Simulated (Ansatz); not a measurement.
[Sb7]3- (Sb7³⁻), relaxed as a singlet with RKS r2SCAN-D4/def2-SVPD in Ansatz, starting from the GFN1-xTB (ALPB water) geometry. Force threshold 0.02 eV/Å.

In the def2 sets Sb takes a core potential; there is no spin–orbit coupling. A multiply charged anion in the gas phase is held together partly by the finite basis. The highest occupied level of the charge -3 singlet lies above zero (up to 5.87 eV). The electron is either unbound and held by the finite basis, or the level is raised by self-interaction error.

Start:

| atom | x (Å) | y (Å) | z (Å) |
| --- | --- | --- | --- |
| Sb1 | -0.0646 | 2.2007 | 0.4548 |
| Sb2 | 0.5156 | 0.4293 | 2.6480 |
| Sb3 | 0.4091 | -1.9832 | 1.2739 |
| Sb4 | -1.5597 | -1.5995 | -0.8561 |
| Sb5 | -2.4688 | 1.0136 | -0.5875 |
| Sb6 | 1.2928 | -1.3893 | -1.4481 |
| Sb7 | 1.8756 | 1.3285 | -1.4850 |

(1) Estimate the energy that the relaxation releases and the steps that it takes.

(2) Does the start keep its bonding and symmetry?

(3) Predict the relaxed structure.

Answers

(1) 2.4 kJ/mol, in 4 steps; 53 s on 4 threads of Intel Xeon on a shared host. No frequencies were taken in this run, so the end may be a saddle point.

(2) By distances, no bond broke or formed. The bond that changes most is Sb3–Sb4, from 2.93 to 2.97 Å (atoms count from 1). Point group C3v at the start, C3v at the end, both within 0.05 Å; within 0.015 Å the end is Cs.

(3) 
```csv
atom,x (Å),y (Å),z (Å)
Sb1,-0.063,2.173,0.451
Sb2,0.511,0.437,2.629
Sb3,0.415,-1.980,1.300
Sb4,-1.583,-1.589,-0.866
Sb5,-2.448,1.016,-0.579
Sb6,1.315,-1.382,-1.462
Sb7,1.855,1.325,-1.472
```
Bond lengths: 9 × Sb–Sb 2.76 to 2.97 Å.
